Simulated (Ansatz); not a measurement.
`[BH2][GeH]([CH3])[F]` and `C#[C][GeH]([CH3])[F]` differ in one atom or group.

Ansatz, PBE0-D4/def2-TZVP geometries, multiplicity 1. 

Scalar relativity is left out up to krypton.

```
                                          property  `[BH2][GeH]([CH3])[F]`
                HOMO energy (PBE0/def2-TZVPP) / eV                   -8.22
               HOMO–LUMO gap (PBE/def2-TZVPP) / eV                    3.28
             HOMO–LUMO gap (B3LYP/def2-TZVPP) / eV                    5.15
                 LUMO energy (PBE/def2-TZVPP) / eV                   -3.64
size of the dipole moment (ωB97M-V/def2-TZVPP) / D                    2.52
           HOMO–LUMO gap (ωB97M-V/def2-TZVPP) / eV                    9.68
```

What does the change do to each property? (Estimate.)

Computed: 
| property | `C#[C][GeH]([CH3])[F]` | shift |
| --- | --- | --- |
| HOMO energy (PBE0/def2-TZVPP) / eV | -8.35 | -0.13 |
| HOMO–LUMO gap (PBE/def2-TZVPP) / eV | 5.73 | 2.45 |
| HOMO–LUMO gap (B3LYP/def2-TZVPP) / eV | 7.42 | 2.27 |
| LUMO energy (PBE/def2-TZVPP) / eV | -1.39 | 2.25 |
| size of the dipole moment (ωB97M-V/def2-TZVPP) / D | 2.51 | -0.01 |
| HOMO–LUMO gap (ωB97M-V/def2-TZVPP) / eV | 12.14 | 2.46 |

With PBE0 the HOMO falls by 0.13 eV and the LUMO rises by 2.19 eV, so the gap widens by about 2.32 eV. PBE moves the HOMO by -0.20 eV and ωB97M-V by -0.21 eV. Dipoles are sizes alone; their direction can turn.

B3LYP here is the variant with VWN-RPA as its local correlation; programs differ in this.
